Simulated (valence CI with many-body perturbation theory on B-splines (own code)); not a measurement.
**Ce IX: electric-dipole lines**

Method: relativistic CI+MBPT: four valence electrons over a frozen Dirac-Fock core [Kr] 4d10, radial functions for each j: 8 s, 8 p, 9 d, 9 f, 6 g, 3 h, 2 i, with the one-electron correlation potential Σ1, the two-electron term Σ2, the three-electron term Σ3, Breit, model QED; selected CI, second order for the rest, scaled by the run's own slope (own B-spline code, finite nucleus).

No measured levels were compared; by estimate levels hold to about 250 cm⁻¹ or 0.2 % of their energy and the worst to 1 %, as in measured heavy ions of charge 2 to 7; those with d or f electrons hold less well. Core correlation moves these levels by up to 44000 cm⁻¹, and in measured spectra 5 to 20 % of such shifts remained as error; rates that hang on mixing are uncertain with them.

Lines 101 to 150 of 206 in falling wavelength, among levels below 254170 cm⁻¹, chosen from the strongest by gf and those to the six lowest levels. Wavelengths and rates use the calculated energies, so an error of 200 cm⁻¹ moves a line at 68.29 nm by 0.14 % and its rate by three times that or more. Electric multipoles are in the length gauge, E1 and E2 with the static RPA response of the core. Weak lines are less certain than strong ones. Lines between different terms over intervals too small for the method are left out, as are lines whose strength nearly cancels. Where a level lies close to another of its J and parity, the split of strength between their lines is uncertain. The highest levels of a list are the least certain.

Names give the largest LS component (configuration and term), which can be under half, so a name can repeat, a term be missing and a line seem to break the LS rules; names also repeat where a configuration has a term twice. Letters in brackets count levels of one name in rising energy.

```tsv
λ vac (nm)	Upper	Lower	A (s⁻¹)	S (a.u.) with core polarisation	S without
68.29	4f 5s 5p2 1G°_4	4f 5s2 5p 3G_5	2.15e+07	3.04e-02	3.84e-02
67.82	4f 5s 5p2 5G°_4	4f 5s2 5p 3G_3	5.19e+05	7.20e-04	9.48e-04
67.70	4f 5s 5p2 5D°_3	4f 5s2 5p 3G_3	1.63e+07	1.75e-02	2.30e-02
67.43	4f 5s 5p2 3D°_3	4f 5s2 5p 3G_4	1.54e+07	1.63e-02	1.96e-02
67.09	4f 5s 5p2 3D°_3	4f 5s2 5p 3F_2	1.53e+07	1.59e-02	2.09e-02
66.58	4f 5s 5p2 3D°_3	4f 5s2 5p 3F_3	7.39e+07	7.53e-02	9.74e-02
66.51	4f 5s 5p2 5D°_2	4f 5s2 5p 3G_3	1.00e+06	7.29e-04	3.44e-04
66.47	4f 5s 5p2 1G°_4	4f 5s2 5p 3F_4	5.61e+07	7.32e-02	9.43e-02
66.17	4f 5s 5p2 3G°_4	4f 5s2 5p 3G_4	7.81e+07	1.00e-01	1.30e-01
65.66	5s 5p3 3D°_1	5s2 5p2 3P_2 [a]	2.31e+08	9.69e-02	1.29e-01
65.35	4f 5s 5p2 3G°_4	4f 5s2 5p 3F_3	6.81e+05	8.44e-04	1.10e-03
65.14	4f 5s 5p2 1G°_4	4f 5s2 5p 1F_3	3.41e+07	4.18e-02	5.54e-02
65.07	4f 5s 5p2 3D°_2	4f 5s2 5p 3F_2	2.28e+07	1.55e-02	1.98e-02
64.73	4f 5s 5p2 5F°_5	4f 5s2 5p 3G_4	2.37e+07	3.48e-02	4.55e-02
64.63	4f 5s 5p2 3D°_3	4f 5s2 5p 3G_3	5.01e+07	4.67e-02	6.12e-02
64.59	4f 5s 5p2 3D°_2	4f 5s2 5p 3F_3	3.64e+07	2.42e-02	2.97e-02
63.85	5s 5p3 3D°_2	5s2 5p2 3P_2 [a]	1.74e+07	1.12e-02	1.54e-02
63.61	5s 5p3 3P°_1	5s2 5p2 3P_2 [b]	1.09e+06	4.15e-04	4.49e-04
63.51	4f 5s 5p2 5F°_2	4f 5s2 5p 3F_2	1.54e+08	9.71e-02	1.27e-01
63.48	4f 5s 5p2 3G°_4	4f 5s2 5p 3G_3	7.88e+06	8.96e-03	1.18e-02
63.21	4f 5s 5p2 5F°_4	4f 5s2 5p 3G_4	2.47e+07	2.78e-02	3.61e-02
63.11	4f 5s 5p2 5F°_3	4f 5s2 5p 3F_3	7.40e+07	6.42e-02	8.45e-02
63.05	4f 5s 5p2 5F°_2	4f 5s2 5p 3F_3	8.76e+06	5.42e-03	6.71e-03
63.04	5s 5p3 3P°_2 [a]	5s2 5p2 3P_2 [b]	9.32e+07	5.76e-02	7.78e-02
62.97	5s 5p3 3D°_1	5s2 5p2 3P_1	1.62e+06	6.00e-04	9.30e-04
62.94	5s 5p3 3S°_1	5s2 5p2 1S_0	3.61e+08	1.33e-01	1.80e-01
62.76	4f 5s 5p2 3D°_2	4f 5s2 5p 3G_3	3.65e+06	2.22e-03	4.24e-03
62.47	4f 5s 5p2 5F°_4	4f 5s2 5p 3F_3	1.44e+07	1.56e-02	2.03e-02
62.27	4f 5s 5p2 5D°_3	5s2 5p2 3P_2 [b]	1.68e+06	1.40e-03	2.21e-03
61.36	4f 5s 5p2 5F°_3	4f 5s2 5p 3G_3	4.32e+04	3.45e-05	5.01e-05
61.31	4f 5s 5p2 5F°_2	4f 5s2 5p 3G_3	7.07e+06	4.02e-03	3.94e-03
61.30	5s 5p3 3D°_2	5s2 5p2 3P_1	1.24e+09	7.06e-01	9.50e-01
61.26	4f 5s 5p2 5D°_2	5s2 5p2 3P_2 [b]	6.82e+07	3.87e-02	5.11e-02
61.06	5s 5p3 3D°_3	5s2 5p2 3P_2 [a]	5.83e+08	4.59e-01	6.17e-01
61.02	5s 5p3 3P°_2 [b]	4f 5s2 5p 3F_2	2.77e+07	1.55e-02	2.12e-02
60.75	4f 5s 5p2 5F°_4	4f 5s2 5p 3G_3	9.28e+05	9.24e-04	1.19e-03
60.60	5s 5p3 3P°_2 [b]	4f 5s2 5p 3F_3	4.07e+07	2.24e-02	2.65e-02
60.28	4f 5s 5p2 3G°_5	4f 5s2 5p 3G_4	2.89e+07	3.44e-02	4.49e-02
60.21	4f 5s 5p2 5F°_1	5s2 5p2 3P_2 [b]	2.99e+06	9.65e-04	1.23e-03
60.04	4f 5s 5p2 3F°_4	4f 5s2 5p 3G_4	3.51e+08	3.37e-01	4.39e-01
59.99	4f 5s 5p2 3F°_3	4f 5s2 5p 3G_4	1.17e+08	8.76e-02	1.07e-01
59.92	4f 5s 5p2 3F°_2	4f 5s2 5p 3F_2	1.11e+08	5.91e-02	8.22e-02
59.72	4f 5s 5p2 3F°_3	4f 5s2 5p 3F_2	7.90e+07	5.82e-02	7.67e-02
59.66	4f 5s 5p2 3D°_3	5s2 5p2 3P_2 [b]	3.07e+06	2.25e-03	3.36e-03
59.52	4f 5s 5p2 3F°_2	4f 5s2 5p 3F_3	2.43e+07	1.27e-02	1.96e-02
59.36	4f 5s 5p2 3F°_4	4f 5s2 5p 3F_3	7.88e+06	7.32e-03	9.42e-03
59.31	4f 5s 5p2 3F°_3	4f 5s2 5p 3F_3	3.39e+07	2.44e-02	3.12e-02
58.98	5s 5p3 3P°_2 [b]	4f 5s2 5p 3G_3	1.08e+08	5.48e-02	5.70e-02
58.23	4f 5s 5p2 5G°_2	5s2 5p2 3P_2 [a]	3.36e+07	1.64e-02	2.13e-02
58.06	4f 5s 5p2 3D°_2	5s2 5p2 3P_2 [b]	1.24e+07	5.97e-03	8.31e-03
```
